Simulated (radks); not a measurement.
The numbers below are computed, except where a source is named.
How relativity changes the ionisation of the platinum ion Pt+ ([Xe] 4f14 5d9) to Pt2+ ([Xe] 4f14 5d8). Spin-unpolarised spherical Kohn-Sham, PBE, point nucleus unless stated (finite: rms radius 5.427 fm), a radial shooting solver on a logarithmic mesh with Libxc functionals. A level marked "c x" has the speed of light scaled by that factor and shares open shells by 2j + 1; other Dirac levels either fill j = l - 1/2 first or share by 2j + 1.

level                               E(Pt+) (hartree)  E(Pt2+) (hartree)  IE (eV)   HOMO  <r> HOMO (bohr)
non-rel.                                 -17334.5296        -17333.7732   20.583     5d            1.616
scalar-rel.                              -18413.1780        -18412.4442   19.966     5d            1.646
scalar-rel., finite nucleus              -18409.3420        -18408.6082   19.967     5d            1.646
Dirac, 2j+1 shares                       -18446.4199        -18445.6856   19.982  5d5/2            1.677
Dirac, low j first                       -18446.4400        -18445.7297   19.328  5d5/2            1.679
Dirac, 2j+1 shares, finite nucleus       -18442.5416        -18441.8073   19.982  5d5/2            1.677
Dirac, c x 1.5                           -17780.7426        -17779.9968   20.295  5d5/2            1.642
Dirac, c x 3                             -17440.2567        -17439.5030   20.508  5d5/2            1.622
Dirac, c x 5                             -17372.1809        -17371.4255   20.556  5d5/2            1.618

NIST Atomic Spectra Database: 18.6 eV (measured). The relativistic part of the total energy of Pt+ is -1108 hartree (Dirac, 2j+1 shares, finite nucleus), 6.4 % of the non-relativistic value. Spin polarisation and multiplet splitting of open shells are left out at every level.

Beside tabulated values, note that relativity, absent from the non-relativistic runs, is large for the heavy elements, and spin-unpolarised runs miss the spin-polarisation part of the exchange energy of open shells.
